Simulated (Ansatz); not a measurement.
Q: Name a neutral molecule of Cl, F, Hf, N and H with LUMO energy (PBE0/def2-TZVPP) between -1.45 and -1.15 eV and HOMO–LUMO gap (PBE/def2-TZVPP) between 4.70 and 5.00 eV (Ansatz, PBE0-D4/def2-TZVP geometry).

A: `[NH2][Hf]([F])([Cl])[Cl]` (-1.25 eV, 4.76 eV). Other molecules can fit too; these were computed, each in one conformer that needn't be the lowest.
